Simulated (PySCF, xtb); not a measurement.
B(Me)(SH)2 (CH5BS2), SMILES CB(S)S.

GFN2-xTB in xtb at its own geometry gives an orbital gap of 4.13 eV and a dipole moment of 0.67 D.

The structure is a stationary point at PBE0-D3(BJ)/def2-SVP. The values are those of a single conformer.

**Question.** What does PySCF with PBE/def2-TZVP give? (The exact figures need the calculation; the answer reports its results.)

**Answer.** gap 4.81 eV (levels -6.29 and -1.48 eV), dipole 0.69 D.
